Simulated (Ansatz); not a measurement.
Total energies of CH3F2InSi.

```
atom    x (Å)    y (Å)    z (Å)
  F1   0.9422   1.6006   0.3984
  C2   0.2785   0.6797  -0.4196
  F3   1.1945   0.3695  -1.4304
 Si4  -0.1670  -0.8733   0.5650
 In5  -1.2400   2.0467  -1.5492
  H6   0.9860  -1.5735   1.1954
  H7  -1.1342  -0.4543   1.6155
  H8  -0.8600  -1.7955  -0.3751
```

Total charge 0; spin multiplicity 1. Correlated methods include outer-core shells of In, which these sets cover unevenly. In: def2 effective core potential. The bonds changed during the relaxation, so this is another structure than the one it started from. Geometry: relaxed with PBE0-D4/def2-TZVP. Basis def2-TZVPP, Ansatz.

RPA on PBE orbitals: Hartree–Fock energy of these orbitals -716.63814 Eh, correlation -1.62588 Eh (frozen core).

```
functional  energy without D4 (Eh)  D4 term (kJ/mol)
     B3LYP              -719.40512             -35.0
   r2SCANh              -719.21635              -5.2
```

(1) Give the same for LDA (SPW92), PBE, revPBE, BLYP, r2SCAN, B97M-V, PBE0, r2SCAN0, HSE06 (plane-wave form), BHLYP, CAM-B3LYP, LC-ωPBE, ωB97X-V, ωB97M-V, B2PLYP, PBE-QIDH. (Best estimate.)

B3LYP takes the VWN-RPA correlation (the form of Gaussian; ORCA's B3LYP/G). HSE06 is the plane-wave form, built on full-range PBE exchange. The double hybrids freeze the cores in their second-order part.

Answers

(1) Computed: 
| functional | energy without D4 (Eh) | D4 term (kJ/mol) |
| --- | --- | --- |
| LDA (SPW92) | -716.20048 | – |
| PBE | -718.92574 | -21.3 |
| revPBE | -719.22461 | -57.4 |
| BLYP | -719.24343 | -46.1 |
| r2SCAN | -719.24652 | -4.8 |
| B97M-V | -719.16225 | – |
| PBE0 | -718.94747 | -18.1 |
| r2SCAN0 | -719.17282 | -5.9 |
| HSE06 (plane-wave form) | -718.92969 | -17.2 |
| BHLYP | -719.13234 | -30.4 |
| CAM-B3LYP | -719.22940 | -18.8 |
| LC-ωPBE | -719.09951 | – |
| ωB97X-V | -719.16064 | – |
| ωB97M-V | -719.16876 | – |
| B2PLYP | -718.83578 | – |
| PBE-QIDH | -718.61980 | – |

LC-ωPBE has ω = 0.4 bohr⁻¹.
